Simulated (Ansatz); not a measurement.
Program: Ansatz. Geometries: PBE0-D4/def2-TZVP. ΔE: electronic, gas phase. CCSD(T)/CBS adds triple-zeta CCSD(T) − MP2 to the extrapolated MP2 energy (def2 sets, frozen cores). Functionals use def2-TZVPP. B3LYP here is the variant with VWN-RPA as its local correlation; programs differ in this. For Ge, Zn outer-core shells are correlated without core-valence functions, which leaves a few kJ/mol of doubt a bond. Scalar relativity is left out up to krypton. Each species was taken in one conformer, which may not be the lowest.

`C[B](C)[ZnH]` + `[CH3][Ge]([NH2])([OH])[F]` → `C[O][Ge]([CH3])([NH2])[F]` + `C[BH][ZnH]`  (substitution at a C–B bond)

```
             level  ΔE (kJ/mol)  difference from CCSD(T)/CBS
          B3LYP-D4         96.6                         -6.5
           ωB97X-V         95.1                         -8.0
            B2PLYP         98.6                         -4.5
             B3LYP         96.4                         -6.7
     HF/def2-TZVPP         84.6                        -18.5
CCSD(T)/def2-TZVPP         98.4                         -4.7
     HF/def2-QZVPP         84.4                        -18.7
    MP2/def2-QZVPP        108.0                          4.9
      HF/CBS(def2)         84.4                        -18.7
     MP2/CBS(def2)        110.1                          7.0
       CCSD(T)/CBS        103.1                            0
```

Largest T1 diagnostic among the species: 0.014.

In def2-TZVPP, CCSD(T) changes the Hartree–Fock value by +13.8 kJ/mol (the triples alone add +1.3 kJ/mol) and MP2 by +20.8 kJ/mol.
